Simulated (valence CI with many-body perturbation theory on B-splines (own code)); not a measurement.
E1 transitions of I²¹⁺

Level of theory: relativistic CI+MBPT: four valence electrons over a frozen Dirac-Fock core [Ar] 3d10, a basis of 11 s, 11 p, 10 d, 8 f, 5 g, 2 h functions for each j, with the one-electron correlation potential Σ1 (screened to all orders), the two-electron term Σ2, the three-electron term Σ3, Breit, model QED; selected single and double excitations, second order for the rest, scaled by the run's own slope (own B-spline code, finite nucleus).

No measured spectrum was set against this ion. As an estimate, levels hold to about 250 cm⁻¹ or 0.2 % of their energy and the worst to 1 %, as in measured heavy ions of charge 2 to 7; those with d or f electrons hold less well. Among the levels kept, up to 460 cm⁻¹ of a level comes from second order outside the variational space, and about a tenth of that is noise between levels of different J, which matters for small intervals.

Lines 1 to 50 of 576 in falling wavelength, among levels below 2051100 cm⁻¹, chosen from the strongest by gf and those to the six lowest levels. Wavelengths and rates use the calculated energies, so an error of 1000 cm⁻¹ moves a line at 41.81 nm by 0.42 % and its rate by three times that or more. Electric multipoles are in the length gauge, E1 and E2 with the static RPA response of the core. Weak lines are less certain than strong ones. Lines between different terms over intervals too small for the method are left out, as are lines whose strength nearly cancels. Where a level lies close to another of its J and parity, the split of strength between their lines is uncertain. The highest levels of a list are the least certain.

Levels are named by their leading jj configuration (3d3/2^4 stands for four electrons in 3d with j = 3/2), which in mixed levels can hold well under half, so a name can repeat and another be missing. Letters in brackets count levels of one name in rising energy.

| λ vac (nm) | Upper | Lower | A (s⁻¹) | log gf | Branch % |
| --- | --- | --- | --- | --- | --- |
| 41.81 | (4s 4p1/2^2 4p3/2) J=2 | (4s^2 4p3/2^2) J=2 | 2.77e+07 | -2.44 | 1.0 |
| 37.87 | (4s 4p1/2^2 4p3/2) J=1 | (4s^2 4p3/2^2) J=0 | 3.69e+07 | -2.62 | 0.1 |
| 32.26 | (4s 4p1/2^2 4p3/2) J=1 | (4s^2 4p3/2^2) J=2 | 2.75e+08 | -1.89 | 1.0 |
| 28.99 | (4s 4p1/2 4p3/2^2) J=2 [a] | (4s^2 4p3/2^2) J=2 | 2.31e+08 | -1.84 | 2.6 |
| 28.42 | (4p1/2 4p3/2^2 4d5/2) J=5 | (4s 4p3/2^2 4d5/2) J=4 [b] | 4.92e+09 | -0.18 | 15.3 |
| 28.22 | (4s 4p1/2^2 4p3/2) J=2 | (4s^2 4p1/2 4p3/2) J=2 | 1.07e+09 | -1.20 | 38.0 |
| 27.99 | (4s 4p1/2 4p3/2 4d5/2) J=5 | (4s^2 4p3/2 4d5/2) J=4 | 1.77e+09 | -0.64 | 100.0 |
| 27.33 | (4p1/2 4p3/2^2 4d5/2) J=4 [b] | (4s 4p3/2^2 4d5/2) J=3 [a] | 2.82e+09 | -0.55 | 6.7 |
| 26.79 | (4p1/2^2 4p3/2 4d5/2) J=3 | (4s 4p1/2 4p3/2 4d5/2) J=3 [e] | 3.46e+09 | -0.58 | 5.1 |
| 26.78 | (4s 4p1/2^2 4p3/2) J=2 | (4s^2 4p1/2 4p3/2) J=1 | 1.71e+09 | -1.04 | 61.0 |
| 26.57 | (4s 4p1/2 4p3/2^2) J=3 | (4s^2 4p3/2^2) J=2 | 3.06e+09 | -0.64 | 38.5 |
| 26.16 | (4p1/2^2 4p3/2 4d5/2) J=4 | (4s 4p1/2 4p3/2 4d5/2) J=3 [c] | 3.00e+09 | -0.56 | 5.0 |
| 26.01 | (4s 4p1/2 4p3/2^2) J=1 [a] | (4s^2 4p3/2^2) J=0 | 1.03e+09 | -1.50 | 2.5 |
| 25.56 | (4p1/2^2 4p3/2 4d3/2) J=2 | (4s 4p1/2 4p3/2 4d3/2) J=2 [c] | 7.46e+09 | -0.44 | 16.1 |
| 25.54 | (4p1/2^2 4p3/2 4d5/2) J=4 | (4s 4p1/2 4p3/2 4d5/2) J=4 [b] | 2.42e+09 | -0.67 | 4.1 |
| 25.39 | (4p1/2^2 4p3/2^2) J=2 | (4s 4p1/2 4p3/2^2) J=2 [b] | 4.42e+09 | -0.67 | 9.2 |
| 24.66 | (4p1/2 4p3/2^2 4d5/2) J=2 [a] | (4s 4p3/2^2 4d5/2) J=3 [b] | 4.88e+09 | -0.65 | 6.8 |
| 23.52 | (4s 4p1/2^2 4p3/2) J=1 | (4s^2 4p1/2 4p3/2) J=2 | 3.37e+09 | -1.08 | 11.8 |
| 23.27 | (4p1/2 4p3/2^3) J=2 | (4s 4p3/2^3) J=2 | 7.57e+09 | -0.51 | 18.1 |
| 23.24 | (4s 4p1/2 4p3/2^2) J=1 [a] | (4s^2 4p3/2^2) J=2 | 3.89e+08 | -2.02 | 1.0 |
| 23.16 | (4p1/2 4p3/2^2 4d5/2) J=4 [a] | (4s 4p3/2^2 4d5/2) J=5 | 8.56e+09 | -0.21 | 18.8 |
| 23.15 | (4p1/2 4p3/2^2 4d5/2) J=3 [a] | (4s 4p3/2^2 4d5/2) J=4 [a] | 6.66e+09 | -0.43 | 10.7 |
| 23.10 | (4s 4p1/2 4p3/2^2) J=1 [b] | (4s^2 4p3/2^2) J=0 | 2.53e+09 | -1.22 | 1.7 |
| 22.94 | (4s 4p1/2 4p3/2^2) J=2 [b] | (4s^2 4p3/2^2) J=2 | 2.22e+09 | -1.06 | 6.0 |
| 22.85 | (4p1/2^2 4p3/2 4d5/2) J=3 | (4s 4p1/2 4p3/2 4d3/2) J=4 [b] | 8.33e+09 | -0.34 | 12.3 |
| 22.67 | (4p1/2 4p3/2^2 4d3/2) J=3 [b] | (4s 4p3/2^2 4d3/2) J=4 | 5.72e+09 | -0.51 | 2.5 |
| 22.51 | (4s 4p1/2^2 4p3/2) J=1 | (4s^2 4p1/2 4p3/2) J=1 | 2.68e+08 | -2.21 | 0.9 |
| 22.41 | (4p1/2 4p3/2^2 4d5/2) J=5 | (4s 4p3/2^2 4d5/2) J=5 | 1.08e+10 | -0.05 | 33.7 |
| 22.22 | (4p1/2 4p3/2^2 4d5/2) J=4 [b] | (4s 4p3/2^2 4d5/2) J=4 [a] | 1.36e+10 | -0.04 | 32.2 |
| 22.18 | (4p1/2^2 4p3/2 4d5/2) J=2 | (4s 4p1/2 4p3/2 4d3/2) J=2 [b] | 6.10e+09 | -0.65 | 7.1 |
| 22.07 | (4p1/2^2 4p3/2 4d5/2) J=2 | (4s 4p1/2 4p3/2 4d5/2) J=3 [b] | 1.22e+10 | -0.35 | 14.1 |
| 22.05 | (4p1/2^2 4p3/2^2) J=2 | (4s 4p1/2 4p3/2^2) J=3 | 1.75e+10 | -0.20 | 36.2 |
| 21.93 | (4s 4p3/2^2 4d3/2) J=3 | (4s^2 4p3/2 4d5/2) J=2 | 3.94e+09 | -0.70 | 1.3 |
| 21.91 | (4p1/2 4p3/2^2 4d5/2) J=1 [a] | (4s 4p1/2 4p3/2 4d5/2) J=2 [c] | 1.18e+10 | -0.60 | 7.2 |
| 21.74 | (4p1/2 4p3/2^3) J=1 | (4s 4p1/2 4p3/2^2) J=1 [b] | 1.02e+10 | -0.66 | 17.8 |
| 21.73 | (4s 4p1/2 4p3/2^2) J=2 [a] | (4s^2 4p1/2 4p3/2) J=2 | 3.18e+08 | -1.95 | 3.6 |
| 21.69 | (4p1/2 4p3/2^2 4d5/2) J=4 [a] | (4s 4p1/2 4p3/2 4d5/2) J=3 [d] | 5.18e+09 | -0.48 | 11.4 |
| 21.41 | (4p1/2 4p3/2^2 4d3/2) J=2 [c] | (4s 4p3/2^2 4d3/2) J=3 | 9.22e+09 | -0.50 | 3.5 |
| 21.33 | (4p1/2 4p3/2^2 4d5/2) J=4 [a] | (4s 4p1/2 4p3/2 4d5/2) J=3 [c] | 5.77e+09 | -0.45 | 12.7 |
| 21.23 | (4p1/2^2 4p3/2 4d3/2) J=3 | (4s 4p1/2 4p3/2 4d3/2) J=4 [a] | 1.57e+10 | -0.13 | 27.5 |
| 21.20 | (4p3/2^3 4d5/2) J=3 [a] | (4s 4p3/2^2 4d5/2) J=3 [d] | 4.07e+09 | -0.72 | 2.4 |
| 20.99 | (4p3/2^3 4d5/2) J=2 | (4s 4p3/2^2 4d5/2) J=3 [c] | 8.43e+09 | -0.56 | 10.8 |
| 20.96 | (4p1/2^2 4p3/2 4d5/2) J=4 | (4s 4p1/2 4p3/2 4d5/2) J=5 | 2.13e+10 | 0.10 | 35.8 |
| 20.90 | (4p3/2^3 4d3/2) J=3 | (4s 4p3/2^2 4d5/2) J=3 [d] | 5.88e+09 | -0.57 | 2.0 |
| 20.88 | (4s 4p1/2 4p3/2^2) J=1 [b] | (4s^2 4p3/2^2) J=2 | 2.66e+09 | -1.28 | 1.8 |
| 20.87 | (4s 4p1/2 4p3/2^2) J=2 [a] | (4s^2 4p1/2 4p3/2) J=1 | 8.26e+09 | -0.57 | 93.8 |
| 20.85 | (4p3/2^3 4d5/2) J=4 [a] | (4s 4p3/2^2 4d5/2) J=4 [b] | 5.29e+09 | -0.51 | 12.0 |
| 20.80 | (4s 4p3/2^2 4d5/2) J=4 [b] | (4s^2 4p3/2 4d5/2) J=3 | 4.14e+09 | -0.62 | 6.3 |
| 20.78 | (4s 4p3/2^2 4d5/2) J=4 [a] | (4s^2 4p3/2 4d5/2) J=4 | 5.77e+09 | -0.47 | 15.2 |
| 20.74 | (4p1/2^2 4p3/2 4d3/2) J=2 | (4s 4p1/2 4p3/2 4d3/2) J=3 [a] | 1.38e+10 | -0.35 | 29.6 |

Task: How does gf follow from A for the line at 25.39 nm?

Result: gf = 1.4992 × (2J+1)_upper × A / σ², with σ = 393919 cm⁻¹ and 2J+1 = 5: gf = 0.214.
